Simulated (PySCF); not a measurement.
Level of theory: PBE-D3(BJ)/def2-TZVP // B3LYP-D3(BJ)/def2-TZVP run with PySCF 2.14.0. Isolated molecules, 0 K electronic values unless said otherwise. 

Reference species (SMILES): `[Cl][SnH][Cl]` (neutral, multiplicity 2).

| Item | Value |
|---|---|
| dipole moment | 2.54 D |

Changed species: `[Cl][Sn]([Cl])[Cl]` (radical fragment; the reference has radical fragment).

### Question
What does the change do to the dipole moment?

### Answer
the dipole moment falls by 0.61 D, to 1.93 D.
